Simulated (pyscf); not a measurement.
## HO–SiH(O–SiH₃)–O–SiH₃, singlet

Gas-phase minimum from PySCF at ωB97X-D3(BJ)/def2-SVP, one conformer. 

```
O
Si 1 1.6546
O 2 1.6520 1 107.12
O 2 1.6542 3 109.63 1 -119.07
H 4 0.9626 2 117.26 3 19.34
Si 1 1.6676 2 133.57 3 -106.05
Si 3 1.6700 2 131.52 4 -126.62
H 2 1.4713 3 111.70 7 112.37
H 7 1.4865 3 107.74 2 -179.66
H 6 1.4866 1 107.93 2 165.42
H 6 1.4889 10 109.75 1 -120.57
H 7 1.4894 9 109.79 3 -120.52
H 7 1.4918 9 109.34 12 -119.80
H 6 1.4926 10 109.35 11 -119.69
```

Properties at ωB97X-D3(BJ)/def2-SVP:

- Harmonic wavenumbers, unscaled: 27, 51, 57, 84, 93, 113, 135, 282, 330, 420, 617, 668, 732, 739, 755, 762, 774, 879, 887, 934, 967, 971, 973, 974, 994, 1021, 1078, 1085, 2251, 2257, 2271, 2273, 2286, 2287, 2366, 3940 cm⁻¹
- Zero-point energy: 53.4 kcal/mol
- Rotational symmetry number: 1
- Entropy of this conformer at 298 K and 1 atm, rigid rotor and harmonic oscillator, modes under 100 cm⁻¹ raised to 100: 418.5 J/(mol K)
- Dipole moment: 1.36 D

Single-point totals, which compare only within one level:

```json
[
 {"level": "ωB97X-D3(BJ)/def2-TZVP", "total energy (hartree)": "-1099.44378"},
 {"level": "PBE/def2-TZVP", "total energy (hartree)": "-1098.60884"},
 {"level": "r²SCAN/def2-TZVP", "total energy (hartree)": "-1099.13407"},
 {"level": "B3LYP-D3(BJ)/def2-TZVP", "total energy (hartree)": "-1099.41706"},
 {"level": "PBE0-D3(BJ)/def2-TZVP", "total energy (hartree)": "-1098.71562"},
 {"level": "M06-2X/def2-TZVP", "total energy (hartree)": "-1099.18130"},
 {"level": "ωB97M-D3(BJ)/def2-TZVP", "total energy (hartree)": "-1099.50189"}
]
```

The lowest mode is so soft that the shape along it may change with the basis. Soft torsions are taken as harmonic, which can shift the entropy by several J/(mol K).
